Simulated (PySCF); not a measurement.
H₃O, SMILES [OH3+], charge +1.

Geometry: PBE0-D3(BJ)/def2-TZVPD. The isomer is the one that the SMILES or the coordinates give; other isomers of the formula were not compared.

All values below come from TDA-M06-2X/def2-TZVPD in PySCF.

Vertical excitations; the highest root listed may be one member of a degenerate set.  State labels are in the subgroup Cs.

```json
[
 {"state": "S1", "symmetry": "A'", "energy (eV)": "11.74", "λ (nm)": "106", "f": "0.041", "main pairs": "HOMO→LUMO 97 %"},
 {"state": "S2", "symmetry": "A'", "energy (eV)": "13.84", "λ (nm)": "90", "f": "0.014", "main pairs": "HOMO→LUMO+1 (degenerate set)"},
 {"state": "S3", "symmetry": "A\"", "energy (eV)": "13.84", "λ (nm)": "90", "f": "0.014", "main pairs": "HOMO→LUMO+2 (degenerate set)"},
 {"state": "S4", "symmetry": "A'", "energy (eV)": "16.51", "λ (nm)": "75", "f": "0.000", "main pairs": "HOMO→LUMO+3 91 %"},
 {"state": "S5", "symmetry": "A\"", "energy (eV)": "16.58", "λ (nm)": "75", "f": "0.001", "main pairs": "HOMO→LUMO+5 (degenerate set)"},
 {"state": "S6", "symmetry": "A'", "energy (eV)": "16.58", "λ (nm)": "75", "f": "0.001", "main pairs": "HOMO→LUMO+4 (degenerate set)"},
 {"state": "S7", "symmetry": "A\"", "energy (eV)": "16.86", "λ (nm)": "74", "f": "0.195", "main pairs": "HOMO−1→LUMO (degenerate set)"},
 {"state": "S8", "symmetry": "A'", "energy (eV)": "16.86", "λ (nm)": "74", "f": "0.195", "main pairs": "HOMO−2→LUMO (degenerate set)"},
 {"state": "S9", "symmetry": "A'", "energy (eV)": "18.25", "λ (nm)": "68", "f": "0.132", "main pairs": "HOMO→LUMO+6 96 %"},
 {"state": "S10", "symmetry": "A\"", "energy (eV)": "18.52", "λ (nm)": "67", "f": "0.039", "main pairs": "HOMO→LUMO+7 90 %"},
 {"state": "T1", "symmetry": "A'", "energy (eV)": "11.04", "λ (nm)": "112", "f": "0", "main pairs": "HOMO→LUMO 94 %"},
 {"state": "T2", "symmetry": "A'", "energy (eV)": "13.34", "λ (nm)": "93", "f": "0", "main pairs": "HOMO→LUMO+1 (degenerate set)"},
 {"state": "T3", "symmetry": "A\"", "energy (eV)": "13.34", "λ (nm)": "93", "f": "0", "main pairs": "HOMO→LUMO+2 (degenerate set)"},
 {"state": "T4", "symmetry": "A\"", "energy (eV)": "15.81", "λ (nm)": "78", "f": "0", "main pairs": "HOMO−1→LUMO 89 %"}
]
```
Triplets are in the Tamm–Dancoff approximation.
